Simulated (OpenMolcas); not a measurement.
InN at 2.096 Å: OpenMolcas input and output

Input (each module block was a call of its own in one work directory; start orbitals came from a preliminary run):

```
&GATEWAY
Coord
2
angstrom
In 0.0 0.0 0.0
N 0.0 0.0 2.0960
Basis=ANO-RCC-VTZP
Group=XY
RX2C
AMFI
ANGMom
0.0 0.0 0.0
RICD
&SEWARD
&GUESSORB
* RASSCF and CASPT2 blocks for each multiplicity and irrep, as for the first:
&RASSCF
FileOrb=$CurrDir/o31.orb
Symmetry=1
Spin=3
nActEl=8 0 0
Inactive=14 10
RAS2=4 4
CIRoot=2 2 1
Linear
Iterations=120 100
OrbListing=Nothing
PRWF=0.15
>>COPY $Project.RasOrb $CurrDir/o31.orb
>>COPY $Project.rasscf.h5 $CurrDir/r31.h5
&CASPT2
XMultistate=all
Imaginary=0.2
IPEA=0.25
MaxIter=40
>>COPY $Project.JobMix JOB001
&RASSI
Nr of JobIphs=5 2 6 4 4 2
1 2
1 2 3 4 5 6
1 2 3 4
1 2 3 4
1 2
SpinOrbit
EJob
Omega
MEES
MESO
Properties=4
'AngMom' 3 'Mltpl  1' 1 'Mltpl  1' 2 'Mltpl  1' 3
Thrs=1.0d-4
>>COPY $Project.rassi.h5 $CurrDir/so.h5
```

```bash
pymolcas m.inp
```

C2 symmetry about the axis (a holds Σ, Δ, Γ; b holds Π, Φ, H; Σ⁺ and Σ⁻ are not told apart); roots by multiplicity and irrep: 3a 2, 3b 6, 1b 4, 1a 4, 5b 2.

RASSI part of the output, in excerpt:

```
SPIN-FREE ENERGIES:
  (Shifted by EMIN (a.u.) =      -5933.2578197166)
 SF State       Relative EMIN(au)   Rel lowest level(eV)    D:o, cm**(-1)      Abs_M
     1             0.0000000000        0.0000000000              0.0000         0.0
     3             0.0038745608        0.1054321705            850.3678         1.0
     4             0.0038746348        0.1054341835            850.3840         1.0
     9             0.0408469953        1.1115033663           8964.8792         1.0
    10             0.0408469953        1.1115033663           8964.8792         1.0
    13             0.0443070033        1.2056549802           9724.2632         0.0
    14             0.0537784757        1.4633868748          11803.0111         2.0
    15             0.0537902079        1.4637061221          11805.5860         2.0
    17             0.0831257932        2.2619680648          18244.0028         1.0
    18             0.0831257932        2.2619680648          18244.0028         1.0
    16             0.0921460443        2.5074216031          20223.7191         0.0
     5             0.1169100856        3.1812854956          25658.7979         1.0
     6             0.1169103599        3.1812929586          25658.8581         1.0
     2             0.1183694183        3.2209959607          25979.0844         0.0
    11             0.1308093776        3.5595044996          28709.3399         1.0
    12             0.1308093776        3.5595044996          28709.3399         1.0
     7             0.1320772365        3.5940046968          28987.6028         1.0
     8             0.1320775568        3.5940134132          28987.6731         1.0
++ Dipole transition strengths (spin-free states):
     for osc. strength at least  1.00000000E-05
      From   To        Osc. strength     Einstein coefficients Ax, Ay, Az (sec-1)    Total A (sec-1)
         1    3       3.32380330E-04  1.60317354E+02  3.92098080E-03  0.00000000E+00  1.60321275E+02
         1    4       3.32670356E-04  3.90124891E-03  1.60463393E+02  0.00000000E+00  1.60467295E+02
         1    5       1.10047732E-03  4.83265196E+05  1.15929208E+01  0.00000000E+00  4.83276789E+05
         1    6       1.10196569E-03  1.14912984E+01  4.83921188E+05  0.00000000E+00  4.83932679E+05
         1    7       9.48629445E-03  5.31682897E+06  1.31487898E+02  0.00000000E+00  5.31696046E+06
         1    8       9.49488432E-03  1.30706142E+02  5.32167009E+06  0.00000000E+00  5.32180080E+06
         3    5       1.70879581E-03  0.00000000E+00  0.00000000E+00  7.01505310E+05  7.01505310E+05
         3    2       4.68314047E-05  3.99678857E-01  1.97247374E+04  0.00000000E+00  1.97251370E+04
         3    7       4.47397561E-02  0.00000000E+00  0.00000000E+00  2.36264610E+07  2.36264610E+07
         4    6       1.70948038E-03  0.00000000E+00  0.00000000E+00  7.01788831E+05  7.01788831E+05
         4    2       4.44810393E-05  1.87346076E+04  5.43936381E-01  0.00000000E+00  1.87351515E+04
         4    8       4.47388078E-02  0.00000000E+00  0.00000000E+00  2.36260510E+07  2.36260510E+07
         9   13       3.17023439E-05  1.21899755E+01  4.31285979E-03  0.00000000E+00  1.21942883E+01
         9   14       8.51352141E-04  3.43432676E+03  1.13988862E+03  0.00000000E+00  4.57421537E+03
         9   15       8.52132551E-04  1.14300224E+03  3.44371750E+03  0.00000000E+00  4.58671974E+03
         9   16       4.23530312E-03  3.57978416E+05  1.29572582E+02  0.00000000E+00  3.58107989E+05
         9   11       1.71568091E-05  0.00000000E+00  0.00000000E+00  4.46138085E+03  4.46138085E+03
         9   12       9.98445878E-03  0.00000000E+00  0.00000000E+00  2.59631455E+06  2.59631455E+06
        10   13       3.17021763E-05  4.31824381E-03  1.21899056E+01  0.00000000E+00  1.21942239E+01
        10   14       8.51364828E-04  1.13988740E+03  3.43439613E+03  0.00000000E+00  4.57428353E+03
        10   15       8.52130297E-04  3.44372429E+03  1.14298331E+03  0.00000000E+00  4.58670761E+03
        10   16       4.23527444E-03  1.29634063E+02  3.57975930E+05  0.00000000E+00  3.58105564E+05
        10   11       9.98445879E-03  0.00000000E+00  0.00000000E+00  2.59631455E+06  2.59631455E+06
        10   12       1.71568091E-05  0.00000000E+00  0.00000000E+00  4.46138084E+03  4.46138084E+03
        13   16       2.03761653E-02  0.00000000E+00  0.00000000E+00  1.49829823E+06  1.49829823E+06
        13   11       3.44946240E-04  4.50850937E+01  8.28861923E+04  0.00000000E+00  8.29312774E+04
        13   12       3.44939317E-04  8.28845463E+04  4.50665739E+01  0.00000000E+00  8.29296129E+04
        14   11       3.30285101E-04  1.33965551E+04  4.95728850E+04  0.00000000E+00  6.29694401E+04
        14   12       3.30273404E-04  4.95705672E+04  1.33966428E+04  0.00000000E+00  6.29672100E+04
        15   11       3.30235626E-04  4.95508748E+04  1.33899562E+04  0.00000000E+00  6.29408310E+04
        15   12       3.30233382E-04  1.33903459E+04  4.95500573E+04  0.00000000E+00  6.29404032E+04
        16   11       6.20173402E-05  1.95594646E+00  2.97671553E+03  0.00000000E+00  2.97867147E+03
        16   12       6.20148802E-05  2.97659950E+03  1.95382128E+00  0.00000000E+00  2.97855332E+03
         5    2       5.70650277E-05  9.32233508E-05  3.90462347E+00  0.00000000E+00  3.90471669E+00
         5    7       9.97774841E-04  0.00000000E+00  0.00000000E+00  7.37482038E+03  7.37482038E+03
         6    2       5.70615794E-05  3.90292018E+00  9.31049570E-05  0.00000000E+00  3.90301329E+00
         6    8       9.97737873E-04  0.00000000E+00  0.00000000E+00  7.37459192E+03  7.37459192E+03
         2    7       1.23086348E-05  1.78762489E-03  7.43099544E+01  0.00000000E+00  7.43117420E+01
         2    8       1.22219551E-05  7.37900129E+01  1.86086748E-03  0.00000000E+00  7.37918738E+01
 Electric-quadrupole - electric-quadrupole not included
 Electric-dipole - electric-octupole not included
 Electric-dipole - magnetic-quadrupole not included
   Eigenvalues of complex Hamiltonian:
  (Shifted by EMIN (a.u.) =      -5933.2578197166)
 SO State       Relative EMIN(au)   Rel lowest level(eV)    D:o, cm**(-1)      Omega
     1            -0.0005821707        0.0000000000              0.0000         0.0
     2            -0.0004360234        0.0039768703             32.0756         1.0
     3            -0.0004359410        0.0039791122             32.0937         1.0
     4             0.0029720861        0.0967162544            780.0692         2.0
     5             0.0029720901        0.0967163626            780.0701         2.0
     6             0.0040785359        0.1268242886           1022.9069         1.0
     7             0.0040786638        0.1268277683           1022.9349         1.0
     8             0.0046825540        0.1432604575           1155.4735         0.0
     9             0.0050709486        0.1538292127           1240.7163         0.0
    10             0.0408295927        1.1268714893           9088.8315         1.0
    11             0.0408296779        1.1268738073           9088.8502         1.0
    12             0.0443448245        1.2225258204           9860.3357         0.0
    13             0.0537447728        1.4783114443          11923.3859         2.0
    14             0.0537564926        1.4786303547          11925.9581         2.0
    15             0.0801985980        2.1981566976          17729.3294         1.0
    16             0.0801985980        2.1981567000          17729.3294         1.0
    17             0.0815434601        2.2347522604          18024.4925         0.0
    18             0.0816694845        2.2381815594          18052.1517         0.0
    19             0.0830607741        2.2760404783          18357.5045         1.0
    20             0.0830607837        2.2760407397          18357.5066         1.0
    21             0.0845715274        2.3171501690          18689.0765         2.0
    22             0.0845715275        2.3171501721          18689.0765         2.0
    23             0.0861563453        2.3602752613          19036.9038         3.0
    24             0.0861563453        2.3602752613          19036.9038         3.0
    25             0.0921359120        2.5229875610          20349.2670         0.0
    26             0.1163113864        3.1808357316          25655.1704         0.0
    27             0.1163705203        3.1824448466          25668.1487         0.0
    28             0.1167498508        3.1927669573          25751.4022         1.0
    29             0.1167501196        3.1927742720          25751.4612         1.0
    30             0.1174521677        3.2118779716          25905.5429         2.0
    31             0.1174521698        3.2118780291          25905.5434         2.0
    32             0.1182842536        3.2345201842          26088.1647         1.0
    33             0.1182842955        3.2345213243          26088.1739         1.0
    34             0.1184155020        3.2380916338          26116.9703         0.0
    35             0.1307789732        3.5745188241          28830.4386         1.0
    36             0.1307791530        3.5745237169          28830.4781         1.0
    37             0.1309775588        3.5799226152          28874.0231         2.0
    38             0.1309775650        3.5799227835          28874.0245         2.0
    39             0.1325640613        3.6230935461          29222.2202         1.0
    40             0.1325641186        3.6230951056          29222.2328         1.0
    41             0.1334528996        3.6472800676          29417.2976         0.0
    42             0.1334799121        3.6480151176          29423.2262         0.0
 Weights of the five most important spin-orbit-free states for each spin-orbit state.
 SO State  Total energy (au)           Spin-free states, spin, and weights
    1        -0.000582       1 1.0  0.9226    4 1.0  0.0376    3 1.0  0.0376   18 2.0  0.0008   17 2.0  0.0008
    2        -0.000436       1 1.0  0.9393    4 1.0  0.0582   17 2.0  0.0011   18 2.0  0.0007   10 0.0  0.0006
    3        -0.000436       1 1.0  0.9393    3 1.0  0.0582   18 2.0  0.0011   17 2.0  0.0007    9 0.0  0.0006
    4         0.002972       3 1.0  0.4997    4 1.0  0.4996   14 0.0  0.0003   18 2.0  0.0002   17 2.0  0.0002
    5         0.002972       3 1.0  0.4997    4 1.0  0.4996   15 0.0  0.0003   18 2.0  0.0002   17 2.0  0.0002
    6         0.004079       3 1.0  0.9409    1 1.0  0.0584   18 2.0  0.0004    9 0.0  0.0001    2 1.0  0.0001
    7         0.004079       4 1.0  0.9409    1 1.0  0.0584   17 2.0  0.0004   10 0.0  0.0001    2 1.0  0.0001
    8         0.004683       4 1.0  0.4997    3 1.0  0.4997   17 2.0  0.0002   18 2.0  0.0002    2 1.0  0.0001
    9         0.005071       4 1.0  0.4617    3 1.0  0.4616    1 1.0  0.0756   13 0.0  0.0007   16 0.0  0.0003
   10         0.040830       9 0.0  0.9977   10 0.0  0.0010    1 1.0  0.0005    3 1.0  0.0003    2 1.0  0.0003
   11         0.040830      10 0.0  0.9977    9 0.0  0.0010    1 1.0  0.0005    4 1.0  0.0003    2 1.0  0.0003
   12         0.044345      13 0.0  0.9991    3 1.0  0.0004    4 1.0  0.0004    1 1.0  0.0001   18 2.0  0.0000
   13         0.053745      14 0.0  0.9990    8 1.0  0.0003    7 1.0  0.0003    3 1.0  0.0002    4 1.0  0.0002
   14         0.053756      15 0.0  0.9990    8 1.0  0.0003    7 1.0  0.0003    4 1.0  0.0002    3 1.0  0.0002
   15         0.080199      17 2.0  0.4993   18 2.0  0.4990    1 1.0  0.0014    2 1.0  0.0003    6 1.0  0.0000
   16         0.080199      18 2.0  0.4993   17 2.0  0.4990    1 1.0  0.0014    2 1.0  0.0003    5 1.0  0.0000
   17         0.081543      17 2.0  0.4986   18 2.0  0.4985    5 1.0  0.0009    6 1.0  0.0009    2 1.0  0.0003
   18         0.081669      17 2.0  0.4981   18 2.0  0.4981    1 1.0  0.0014    5 1.0  0.0008    6 1.0  0.0008
   19         0.083061      17 2.0  0.9956    6 1.0  0.0025    8 1.0  0.0008    4 1.0  0.0005   18 2.0  0.0004
   20         0.083061      18 2.0  0.9956    5 1.0  0.0025    7 1.0  0.0008    3 1.0  0.0005   17 2.0  0.0004
   21         0.084572      18 2.0  0.4984   17 2.0  0.4984    5 1.0  0.0010    6 1.0  0.0010    7 1.0  0.0004
   22         0.084572      18 2.0  0.4984   17 2.0  0.4984    5 1.0  0.0010    6 1.0  0.0010    7 1.0  0.0004
   23         0.086156      18 2.0  0.5000   17 2.0  0.5000    2 1.0  0.0000    1 1.0  0.0000    9 0.0  0.0000
   24         0.086156      18 2.0  0.5000   17 2.0  0.5000    2 1.0  0.0000    1 1.0  0.0000    9 0.0  0.0000
   25         0.092136      16 0.0  0.9987    8 1.0  0.0004    7 1.0  0.0004    3 1.0  0.0001    4 1.0  0.0001
   26         0.116311       5 1.0  0.4892    6 1.0  0.4890    2 1.0  0.0149    7 1.0  0.0025    8 1.0  0.0025
   27         0.116371       5 1.0  0.4969    6 1.0  0.4966    8 1.0  0.0024    7 1.0  0.0024   18 2.0  0.0007
   28         0.116750       5 1.0  0.9784   12 0.0  0.0188   18 2.0  0.0024    9 0.0  0.0001    1 1.0  0.0001
   29         0.116750       6 1.0  0.9784   11 0.0  0.0188   17 2.0  0.0024   10 0.0  0.0001    1 1.0  0.0001
   30         0.117452       6 1.0  0.4959    5 1.0  0.4957    7 1.0  0.0030    8 1.0  0.0030   17 2.0  0.0011
   31         0.117452       6 1.0  0.4959    5 1.0  0.4957    7 1.0  0.0030    8 1.0  0.0030   17 2.0  0.0011
   32         0.118284       2 1.0  0.9898   12 0.0  0.0092    7 1.0  0.0004    9 0.0  0.0003   18 2.0  0.0002
   33         0.118284       2 1.0  0.9898   11 0.0  0.0092    8 1.0  0.0004   10 0.0  0.0003   17 2.0  0.0002
   34         0.118416       2 1.0  0.9838    6 1.0  0.0078    5 1.0  0.0077    7 1.0  0.0002    8 1.0  0.0002
   35         0.130779      12 0.0  0.7401    7 1.0  0.2382    5 1.0  0.0154    2 1.0  0.0056   11 0.0  0.0004
   36         0.130779      11 0.0  0.7402    8 1.0  0.2381    6 1.0  0.0154    2 1.0  0.0056   12 0.0  0.0004
   37         0.130978       7 1.0  0.4964    8 1.0  0.4963    6 1.0  0.0031    5 1.0  0.0031   14 0.0  0.0005
...
```

Only roots inside an energy window near the equilibrium distance were included, so the list of states is not complete; labels number the states computed. Each spin and symmetry block has orbitals of its own, averaged over its own roots, so gaps between blocks are less sure than gaps within one and near the minimum can be off by tenths of an eV, in bad cases by more. No Rydberg orbitals are active, so Rydberg states, and σ→σ* states whose orbital the CASSCF left unused, can be missing between those listed. No roots were computed in block 5a (none fell in the window or the block failed), so states of that kind are missing and can lie low or lowest.
